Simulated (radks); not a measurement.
Polarisability of the xenon ion Xe6+, [Kr] 4d10 5s2, at imaginary frequency. Calculated with a radial shooting solver on a logarithmic mesh with Libxc functionals: scalar-relativistic Kohn-Sham, PBE, spin-polarised, spherical densities, finite nucleus; Fermi nuclear charge, rms radius 4.7859 fm. Response by self-consistent Sternheimer equations with the Hartree and adiabatic LDA kernel, the relativistic mass of each level held fixed and spin-orbit coupling left out.

w (hartree),alpha1(iw) (bohr^3),alpha2(iw) (bohr^5)
0.00266,4.555,7.418
0.0143,4.553,7.417
0.0360,4.545,7.413
0.0697,4.516,7.400
0.118,4.445,7.367
0.186,4.294,7.293
0.280,4.012,7.139
0.413,3.549,6.840
0.605,2.912,6.288
0.892,2.200,5.363
1.35,1.555,4.038
2.12,1.037,2.558
3.59,0.6082,1.328
6.94,0.2589,0.5286
17.5,0.06256,0.1148

Static values: alpha1 = 4.555 bohr^3 (0.6750 angstrom^3; uncoupled 8.154), alpha2 = 7.418 bohr^5, alpha3 = 24.94 bohr^7. C6 = 14.92, C8 = 151.6, triple-dipole C9 = 45.27 atomic units. One-pole (London) frequency 4 C6 / (3 alpha1^2) = 0.959 hartree, against 3.167 for minus the highest occupied eigenvalue.
